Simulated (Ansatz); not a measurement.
A single point on `C[Se][Sn]([F])([F])[F]`.

```yaml
crystal:
  periodic: [false, false, false]
  atoms:
    - {symbol: C, position_ang: [-0.081577, -1.435842, 0.962319]}
    - {symbol: Se, position_ang: [1.427435, -0.733728, -0.083271]}
    - {symbol: Sn, position_ang: [0.229519, 1.259054, -0.910010]}
    - {symbol: F, position_ang: [-1.322161, 0.864707, -1.929607]}
    - {symbol: F, position_ang: [1.282536, 2.395710, -1.997573]}
    - {symbol: F, position_ang: [-0.464500, 2.357542, 0.474029]}
    - {symbol: H, position_ang: [-0.370671, -0.729599, 1.736134]}
    - {symbol: H, position_ang: [-0.916582, -1.679098, 0.310635]}
    - {symbol: H, position_ang: [0.304501, -2.345147, 1.420243]}
basis:
  gaussian: {orbitals: def2-TZVPP}
hamiltonian: {xc: pbe}
correlation: {method: rpa}
```

```sh
$ ansatz run in.yaml --threads 4 --pin off --events-out ev --progress --plain --max-ram 11315MiB
```

It prints (some lines left out):

```
Functional definition: PBE
1837 factors; integrals over basis functions are off by at most 8.6e-4 eV
mean field evaluation 1: about -80392.1008 eV, gradient 9.0e1 eV
mean field evaluation 2: about -80392.0958 eV, gradient 9.0e1 eV
mean field evaluation 4: about -80403.7526 eV, gradient 3.4e1 eV
mean field evaluation 8: about -80406.4191 eV, gradient 7.3e-1 eV
mean field evaluation 16: about -80406.4198 eV, gradient 3.3e-4 eV
mean field -80406.41977916 eV, -2954.8814254552 hartree, gradient 2.6e-6 eV, S^2 0.000000; 0 other end points of the search recorded, 0 dependent functions left out
17 core orbitals not correlated: weight in the atoms' cores, before any rotation towards them, 1.000 or more for the frozen orbitals, at most 0.000 for the correlated occupied ones
reference -80309.06196658 eV, -2951.3035918345 hartree; 29, 29 occupied and 218, 218 virtual orbitals, 1837 factors
Total energy: -80370.16950311 eV, -2953.5492523817 hartree
```

Hardware: 4 threads of an Arm Neoverse V2 on a shared host. Wall time 9.5 s, peak host memory 0.81 GiB.
